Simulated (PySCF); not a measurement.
# Polarisability of `N#C[SiH2]N[SiH2][N-][SiH3]`

Species: CH8N3Si3 (charge -1).
Structure used (GFN2-xTB), in Å, numbered top down from 1:
```xyz
15
CH8N3Si3 angstrom
N     -3.574    2.356    0.755
C     -3.080    1.358    0.476
Si    -2.352   -0.315    0.039
N     -1.164   -0.070   -1.131
Si     0.464    0.625   -0.808
N      1.455   -0.634   -0.378
Si     3.075   -0.815    0.008
H     -2.062   -0.904    1.359
H     -3.487   -1.050   -0.562
H     -1.077   -0.813   -1.805
H      0.692    1.345   -2.094
H      0.133    1.701    0.159
H      3.595   -0.040    1.173
H      4.066   -0.492   -1.062
H      3.311   -2.242    0.343
```

Level: B3LYP/def2-SVPD (PySCF), static field, nuclei fixed, core orbitals frozen in the response. The polarisability tensor in these axes (au):

```
x   149.05 -14.16  -2.09
y   -14.16 119.10  -0.33
z    -2.09  -0.33 105.49
```

Problem. What are the eigenvalues, a third of the trace, and Δα (Δα² = ½Σ(αi − αj)² over the three pairs)?

Solution. Principal values 105.29, 113.61 and 154.75 au; mean 124.55 au = 18.46 Å³ = 20.54 × 10⁻⁴⁰ C²·m²/J; Δα = 45.88 au (37 % of the mean).

Problem. Along which axes do the principal values lie, and how far do the nuclei extend along each?

Solution. Largest value along (0.93, -0.37, -0.04), where the nuclei span 8.21 Å; middle along (0.36, 0.92, -0.13), 3.92 Å; least along (0.08, 0.11, 0.99), 3.42 Å. The response follows the extents in order.

Problem. Give the eigenvalues of the traceless quadrupole moment Θ = ½Σq(3rr − r²1), origin at the centre of nuclear charge.

Solution. -50.84, 23.97, 26.87 D·Å. The values depend on the origin, since the species is charged. The electronic extent ⟨r²⟩ about the same centre is 2173 bohr², a root-mean-square distance of 2.79 Å for the 78 electrons.

Problem. What depolarisation ratio follows for Rayleigh scattering of linearly polarised light, taking the static tensor?

Solution. ρ = 3Δα²/(45ᾱ² + 4Δα²) = 6313.7/(698045 + 8418.3) = 0.00894.

Geometry: GFN2-xTB, one conformer, isolated ion.
